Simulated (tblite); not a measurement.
Record of a relaxation.

Compound: C5H15BOSi.
Atom-mapped SMILES: `[SiH3:1][CH2:2][BH2-:3][O+:4]1[CH2:5][CH2:6][CH2:7][CH2:8]1` (hydrogens: H9, H10, H11 on Si1; H12, H13 on C2; H14, H15 on B3; H16, H17 on C5; H18, H19 on C6; H20, H21 on C7; H22, H23 on C8)

Computed with GFN2-xTB (tblite), gas phase: L-BFGS steps from a force-field or distance-geometry start until the largest atomic force falls under 0.01 eV/Å. 8 of its 91 geometries are shown.

Step 0: E = -690.2028 eV, largest atomic force 2.011 eV/Å
```
atom  x, y, z in Å  |  force x, y, z in eV/Å
Si1     2.764    0.973    0.808   -0.086  -0.042   0.086
C2      2.252   -0.161   -0.599    0.377   0.263   0.073
B3      0.977   -1.048   -0.189    1.460  -1.322  -0.405
O4     -0.199   -0.157    0.170   -0.964  -0.142   0.325
C5     -0.793    0.444   -0.950    0.028   1.107  -1.349
C6     -2.229    0.782   -0.579   -0.400   0.904  -0.264
C7     -2.515   -0.118    0.597   -0.935  -0.043   1.100
C8     -1.232   -0.918    0.777   -0.642  -0.877   0.827
H9      3.055    0.178    2.012   -0.008   0.171  -0.036
H10     3.948    1.733    0.420    0.136   0.182   0.056
H11     1.654    1.909    1.094    0.125   0.023   0.066
H12     2.040    0.434   -1.494    0.321  -0.168  -0.067
H13     3.100   -0.844   -0.801   -0.451   0.419  -0.189
H14     1.273   -1.733    0.735   -0.254   0.040   0.461
H15     0.696   -1.770   -1.095   -0.480  -0.150  -0.315
H16    -0.818   -0.219   -1.843    0.386   0.084   0.500
H17    -0.244    1.382   -1.215   -0.071  -0.806   0.189
H18    -2.306    1.845   -0.273   -0.110  -0.485  -0.310
H19    -2.921    0.588   -1.416    0.308   0.262   0.289
H20    -2.711    0.488    1.517   -0.052  -0.497  -0.686
H21    -3.387   -0.780    0.402    0.533   0.418   0.317
H22    -1.384   -1.918    0.291    0.573   0.655   0.277
H23    -1.023   -1.066    1.868    0.207   0.004  -0.946
```

Step 13: E = -690.5804 eV, largest atomic force 0.086 eV/Å
```
atom  x, y, z in Å  |  force x, y, z in eV/Å
Si1     2.768    0.987    0.806   -0.003  -0.003   0.001
C2      2.279   -0.168   -0.604   -0.004  -0.004  -0.002
B3      1.058   -1.156   -0.228   -0.022  -0.032   0.024
O4     -0.244   -0.184    0.159    0.076  -0.037   0.017
C5     -0.816    0.463   -0.970    0.030  -0.002  -0.025
C6     -2.255    0.811   -0.577    0.000   0.040  -0.017
C7     -2.553   -0.105    0.620   -0.017  -0.012   0.050
C8     -1.278   -0.932    0.785    0.026  -0.032  -0.005
H9      3.066    0.234    2.026    0.016   0.011   0.034
H10     3.954    1.778    0.455    0.024   0.038  -0.015
H11     1.687    1.937    1.117   -0.026   0.031  -0.009
H12     2.077    0.413   -1.508   -0.006  -0.001  -0.007
H13     3.145   -0.787   -0.851   -0.012   0.004   0.019
H14     1.236   -1.768    0.774    0.029  -0.027   0.025
H15     0.652   -1.839   -1.125    0.028  -0.001  -0.046
H16    -0.793   -0.221   -1.827   -0.028   0.018  -0.021
H17    -0.199    1.335   -1.192   -0.036  -0.020  -0.002
H18    -2.342    1.858   -0.294    0.028   0.035   0.031
H19    -2.935    0.635   -1.406   -0.020  -0.020  -0.021
H20    -2.756    0.480    1.515    0.029   0.031   0.023
H21    -3.412   -0.750    0.443   -0.022  -0.006  -0.023
H22    -1.364   -1.909    0.294   -0.049  -0.002   0.005
H23    -0.979   -1.084    1.824   -0.042  -0.009  -0.035
```

Step 26: E = -690.5928 eV, largest atomic force 0.063 eV/Å
```
atom  x, y, z in Å  |  force x, y, z in eV/Å
Si1     2.760    1.018    0.807    0.000   0.022   0.011
C2      2.279   -0.171   -0.576   -0.018  -0.010  -0.014
B3      1.072   -1.190   -0.233   -0.037  -0.011   0.006
O4     -0.251   -0.241    0.139   -0.051   0.009  -0.021
C5     -0.815    0.440   -0.977   -0.025  -0.006   0.030
C6     -2.242    0.828   -0.564    0.016  -0.026   0.019
C7     -2.552   -0.090    0.634    0.021   0.032  -0.050
C8     -1.303   -0.967    0.764   -0.025   0.029  -0.013
H9      3.086    0.310    2.047   -0.014   0.000   0.025
H10     3.936    1.821    0.434   -0.013   0.005  -0.021
H11     1.671    1.969    1.090   -0.021   0.005   0.004
H12     2.067    0.398   -1.485    0.040   0.011  -0.037
H13     3.152   -0.781   -0.814    0.033   0.015  -0.012
H14     1.248   -1.818    0.760   -0.021   0.001   0.036
H15     0.717   -1.862   -1.158   -0.039   0.008  -0.002
H16    -0.819   -0.220   -1.853   -0.009  -0.016   0.037
H17    -0.183    1.303   -1.186    0.019  -0.006  -0.005
H18    -2.294    1.878   -0.275    0.022  -0.044   0.014
H19    -2.940    0.673   -1.386    0.039  -0.003   0.031
H20    -2.712    0.498    1.538    0.038  -0.012  -0.018
H21    -3.442   -0.695    0.465    0.038   0.012   0.008
H22    -1.437   -1.935    0.266   -0.001   0.016  -0.041
H23    -1.004   -1.141    1.797    0.008  -0.031   0.013
```

Step 39: E = -690.6082 eV, largest atomic force 0.057 eV/Å
```
atom  x, y, z in Å  |  force x, y, z in eV/Å
Si1     2.704    1.071    0.799   -0.009   0.006   0.001
C2      2.276   -0.180   -0.550    0.000   0.016   0.018
B3      1.071   -1.214   -0.232   -0.012   0.007   0.026
O4     -0.255   -0.296    0.139    0.021   0.025   0.044
C5     -0.798    0.401   -0.973    0.024   0.009  -0.008
C6     -2.192    0.856   -0.529   -0.005   0.007  -0.025
C7     -2.520   -0.061    0.661   -0.006  -0.018   0.012
C8     -1.332   -1.025    0.711    0.008  -0.003   0.005
H9      3.054    0.445    2.078   -0.017  -0.014  -0.024
H10     3.850    1.887    0.363   -0.014   0.012   0.023
H11     1.594    2.008    1.055   -0.023  -0.017  -0.022
H12     2.099    0.367   -1.482    0.024  -0.050  -0.013
H13     3.175   -0.776   -0.732   -0.031   0.007  -0.022
H14     1.236   -1.850    0.758    0.026  -0.031   0.008
H15     0.720   -1.871   -1.171    0.033  -0.042   0.003
H16    -0.853   -0.275   -1.836   -0.031  -0.002   0.003
H17    -0.126    1.223   -1.215    0.010   0.019   0.031
H18    -2.187    1.901   -0.225    0.015   0.003   0.012
H19    -2.907    0.746   -1.341   -0.050  -0.002  -0.012
H20    -2.584    0.516    1.582    0.019  -0.012   0.001
H21    -3.456   -0.598    0.530   -0.020   0.006  -0.010
H22    -1.524   -1.933    0.125    0.001   0.041  -0.029
H23    -1.047   -1.317    1.722    0.038   0.030  -0.020
```

Step 51: E = -690.6165 eV, largest atomic force 0.063 eV/Å
```
atom  x, y, z in Å  |  force x, y, z in eV/Å
Si1     2.654    1.092    0.778   -0.020  -0.025  -0.019
C2      2.284   -0.196   -0.551   -0.041  -0.047   0.006
B3      1.081   -1.233   -0.215    0.016  -0.022  -0.025
O4     -0.244   -0.305    0.140   -0.002  -0.002  -0.026
C5     -0.785    0.401   -0.968   -0.004   0.037  -0.001
C6     -2.169    0.877   -0.508   -0.029  -0.003   0.002
C7     -2.497   -0.047    0.677   -0.002  -0.004  -0.005
C8     -1.333   -1.038    0.680    0.021   0.011   0.017
H9      2.997    0.471    2.059   -0.011  -0.001   0.032
H10     3.781    1.945    0.372    0.008   0.020  -0.011
H11     1.507    1.991    0.998   -0.026   0.005  -0.004
H12     2.115    0.310   -1.508    0.037  -0.029   0.022
H13     3.189   -0.791   -0.694   -0.012   0.027  -0.025
H14     1.250   -1.861    0.783    0.005   0.046  -0.030
H15     0.742   -1.911   -1.146   -0.003   0.016   0.028
H16    -0.866   -0.279   -1.826    0.010   0.041  -0.003
H17    -0.107    1.215   -1.211    0.045   0.019  -0.020
H18    -2.146    1.918   -0.191    0.038  -0.001  -0.009
H19    -2.899    0.785   -1.308   -0.007   0.001  -0.037
H20    -2.522    0.520    1.606    0.020  -0.028   0.023
H21    -3.451   -0.553    0.559   -0.020  -0.013   0.004
H22    -1.543   -1.904    0.038   -0.017  -0.009   0.048
H23    -1.043   -1.382    1.671   -0.009  -0.038   0.031
```

Step 64: E = -690.6224 eV, largest atomic force 0.038 eV/Å
```
atom  x, y, z in Å  |  force x, y, z in eV/Å
Si1     2.593    1.099    0.756   -0.005   0.021   0.013
C2      2.287   -0.221   -0.560    0.014   0.016   0.015
B3      1.090   -1.256   -0.218   -0.015   0.006  -0.008
O4     -0.237   -0.331    0.126    0.015  -0.005  -0.004
C5     -0.766    0.410   -0.965    0.003   0.009   0.016
C6     -2.142    0.898   -0.487    0.002  -0.012   0.008
C7     -2.472   -0.037    0.692   -0.001  -0.010   0.009
C8     -1.333   -1.056    0.661    0.009   0.005   0.008
H9      2.919    0.516    2.061   -0.012   0.004  -0.012
H10     3.698    1.989    0.364   -0.008  -0.011  -0.007
H11     1.413    1.966    0.938   -0.004  -0.001  -0.006
H12     2.148    0.263   -1.532   -0.013  -0.015   0.003
H13     3.205   -0.804   -0.663    0.006   0.000  -0.003
H14     1.264   -1.853    0.796   -0.007  -0.023  -0.013
H15     0.750   -1.952   -1.131   -0.003  -0.016  -0.024
H16    -0.859   -0.241   -1.844    0.013   0.019   0.030
H17    -0.070    1.218   -1.186   -0.003  -0.003  -0.010
H18    -2.096    1.935   -0.160   -0.002  -0.017  -0.004
H19    -2.879    0.825   -1.284    0.008   0.004   0.006
H20    -2.459    0.509    1.634   -0.003   0.023  -0.017
H21    -3.443   -0.517    0.589   -0.002   0.003  -0.019
H22    -1.571   -1.907    0.009    0.007   0.014   0.016
H23    -1.043   -1.427    1.643   -0.001  -0.009   0.003
```

Step 77: E = -690.6257 eV, largest atomic force 0.022 eV/Å
```
atom  x, y, z in Å  |  force x, y, z in eV/Å
Si1     2.544    1.104    0.743    0.007   0.000  -0.007
C2      2.284   -0.236   -0.561   -0.001  -0.010   0.002
B3      1.088   -1.279   -0.234    0.003  -0.005  -0.011
O4     -0.220   -0.340    0.134   -0.006   0.001   0.016
C5     -0.742    0.420   -0.948    0.004  -0.008   0.008
C6     -2.119    0.904   -0.476    0.004  -0.003  -0.001
C7     -2.458   -0.032    0.698   -0.001   0.002  -0.002
C8     -1.322   -1.055    0.671   -0.011  -0.001   0.000
H9      2.854    0.548    2.062   -0.003  -0.005   0.001
H10     3.645    1.993    0.343    0.009   0.018   0.009
H11     1.355    1.965    0.899   -0.003   0.005  -0.010
H12     2.150    0.233   -1.541    0.007   0.000   0.010
H13     3.214   -0.804   -0.644    0.000  -0.006   0.004
H14     1.260   -1.903    0.765    0.003   0.014  -0.013
H15     0.741   -1.955   -1.160   -0.010   0.007  -0.007
H16    -0.827   -0.217   -1.837   -0.003  -0.003   0.000
H17    -0.044    1.230   -1.154    0.003  -0.006   0.001
H18    -2.077    1.941   -0.145    0.000  -0.005   0.001
H19    -2.850    0.835   -1.279   -0.007  -0.003   0.009
H20    -2.450    0.517    1.639    0.003  -0.002   0.000
H21    -3.429   -0.509    0.587    0.003   0.004  -0.004
H22    -1.566   -1.906    0.022    0.003  -0.003   0.001
H23    -1.034   -1.428    1.653   -0.004   0.011  -0.006
```

Step 90: E = -690.6264 eV, largest atomic force 0.009 eV/Å
```
atom  x, y, z in Å  |  force x, y, z in eV/Å
Si1     2.541    1.107    0.738   -0.004   0.002   0.002
C2      2.287   -0.239   -0.562    0.003   0.000   0.002
B3      1.086   -1.279   -0.241    0.001   0.001  -0.003
O4     -0.219   -0.342    0.140    0.004   0.005  -0.004
C5     -0.738    0.419   -0.943   -0.004   0.000  -0.002
C6     -2.116    0.904   -0.474   -0.001   0.002   0.002
C7     -2.458   -0.032    0.700   -0.002  -0.002  -0.003
C8     -1.322   -1.055    0.676    0.007   0.003  -0.002
H9      2.837    0.550    2.061   -0.004   0.002   0.000
H10     3.642    2.003    0.353    0.004  -0.008   0.001
H11     1.350    1.968    0.878    0.000   0.002  -0.001
H12     2.163    0.229   -1.544    0.000  -0.004   0.001
H13     3.214   -0.811   -0.637    0.004  -0.001   0.003
H14     1.260   -1.915    0.750    0.003   0.005   0.001
H15     0.731   -1.942   -1.173    0.001  -0.001  -0.007
H16    -0.823   -0.219   -1.831   -0.004  -0.002   0.002
H17    -0.038    1.227   -1.148   -0.005  -0.004   0.003
H18    -2.074    1.941   -0.143    0.001   0.002   0.001
H19    -2.847    0.835   -1.277    0.002   0.000   0.003
H20    -2.452    0.517    1.641   -0.001  -0.003  -0.004
H21    -3.429   -0.507    0.584   -0.004  -0.003   0.005
H22    -1.563   -1.909    0.030   -0.005   0.003   0.000
H23    -1.037   -1.424    1.661    0.003   0.002   0.000
```

**Question.** Summarise the path.

**Answer.** The energy falls by 9.77 kcal/mol from step 0 to step 90; nine tenths of that is first reached at step 17. It falls at every step. The largest force goes from 2.011 to 0.009 eV/Å. Among the bonds B3–O4 changes most, from 1.519 to 1.652 Å; the atoms move by 0.269 Å rms after alignment.

**Question.** Follow the three bonds and two angles with the largest change from start to end.

**Answer.** 
```tsv
step	E above end (kcal/mol)	largest force (eV/Å)	B3–O4 (Å)	C8–H23 (Å)	C6–C7 (Å)	O4–B3–H14 (°)	H14–B3–H15 (°)
0	9.77	2.011	1.519	1.120	1.508	110.3	107.5
4	2.04	0.283	1.663	1.089	1.532	103.7	114.0
8	1.27	0.140	1.656	1.090	1.541	103.2	114.6
12	1.09	0.067	1.665	1.091	1.538	103.0	113.0
16	0.99	0.063	1.674	1.090	1.539	102.7	112.8
20	0.92	0.060	1.670	1.090	1.536	103.4	113.5
23	0.84	0.069	1.673	1.092	1.536	103.5	113.6
27	0.75	0.066	1.670	1.089	1.541	103.3	113.0
31	0.65	0.106	1.667	1.092	1.536	103.0	113.2
35	0.54	0.082	1.654	1.089	1.540	102.5	113.3
39	0.42	0.057	1.655	1.090	1.538	102.8	113.6
43	0.34	0.065	1.656	1.090	1.541	103.7	113.2
47	0.30	0.065	1.658	1.089	1.538	103.6	113.2
51	0.23	0.063	1.656	1.088	1.538	103.2	113.1
55	0.16	0.038	1.658	1.089	1.540	102.6	113.5
59	0.13	0.044	1.653	1.089	1.539	102.7	113.4
63	0.10	0.041	1.653	1.088	1.540	102.7	113.5
67	0.07	0.057	1.651	1.090	1.539	102.9	113.4
70	0.06	0.042	1.650	1.089	1.539	102.8	113.3
74	0.03	0.033	1.654	1.090	1.539	102.8	113.3
78	0.01	0.019	1.651	1.089	1.540	103.0	113.3
82	0.01	0.018	1.653	1.089	1.539	103.0	113.5
86	0.00	0.015	1.651	1.089	1.539	103.1	113.4
90	0.00	0.009	1.652	1.089	1.539	103.1	113.3
```

The cost below is that of the whole relaxation. Time: 1.2 s. Hardware: one thread of an Arm Neoverse N1, no GPU, shared host with 64 logical CPUs at a one-minute load of 58.
